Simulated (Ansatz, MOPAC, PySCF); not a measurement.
System: H2B (cation, charge +1), singlet: symmetric bend, bond length relaxed. Scanned: H-B-H angle. Other coordinates (B-H bond length) were minimised at B3LYP/def2-TZVP.

Computed with: PM6, restricted, heats of formation (MOPAC); RKS-B3LYP/6-31G* = PySCF with restricted B3LYP/6-31G*, spherical d; RMP2/3-21G = restricted MP2 (frozen core)/3-21G run with PySCF; FCI/cc-pVQZ = full CI/cc-pVQZ, frozen core in Ansatz (a quantum-chemistry and plane-wave program).

Energies relative to the lowest point of each profile, in mEh; the last columns give the difference from FCI:

```
a / °    PM6  RKS-B3LYP/6-31G*  RMP2/3-21G  FCI/cc-pVQZ  PM6 − FCI/cc-pVQZ  RKS-B3LYP/6-31G* − FCI/cc-pVQZ  RMP2/3-21G − FCI/cc-pVQZ
------  ----  ----------------  ----------  -----------  -----------------  ------------------------------  ------------------------
180      0.0               0.0         0.0          0.0                0.0                             0.0                       0.0
170      1.1               1.2         1.2          1.2               -0.1                             0.0                       0.0
159.84   4.6               4.9         4.8          4.9               -0.3                             0.1                      -0.1
150.47   9.9              10.7        10.5         10.6               -0.7                             0.1                       0.0
141.56  16.8              18.2        18.2         18.1               -1.3                             0.1                       0.1
128.16  30.9              33.5        33.8         33.4               -2.4                             0.2                       0.5
119.56  42.5              46.2        46.7         45.9               -3.5                             0.2                       0.8
109.33  58.8              64.2        65.2         63.9               -5.1                             0.3                       1.3
99.71   77.0              84.6        86.1         84.2               -7.2                             0.5                       1.9
92.31   92.9             102.8       104.8        102.1               -9.2                             0.7                       2.7
78.68      —             142.7       146.4        141.0                  —                             1.6                       5.3
70.32      —             171.6       176.9        168.7                  —                             2.9                       8.2
```

PM6 is furthest from FCI/cc-pVQZ at 92.31 (-9.2 mEh, below); its mean absolute difference over the points is 3.0 mEh.

RKS-B3LYP/6-31G* is furthest from FCI/cc-pVQZ at 70.32 (2.9 mEh, above); its mean absolute difference over the points is 0.6 mEh.

RMP2/3-21G is furthest from FCI/cc-pVQZ at 70.32 (8.2 mEh, above); its mean absolute difference over the points is 1.7 mEh.

A dash means that the run gave no value there, or that the column was ended at a point which the program doubted or which failed a test of continuity chosen for this set; such a test can also cut sound points.

The scan ran from 180.0 to 60.0; beyond the range shown the relaxed coordinates jump or full CI changes its symmetry label.
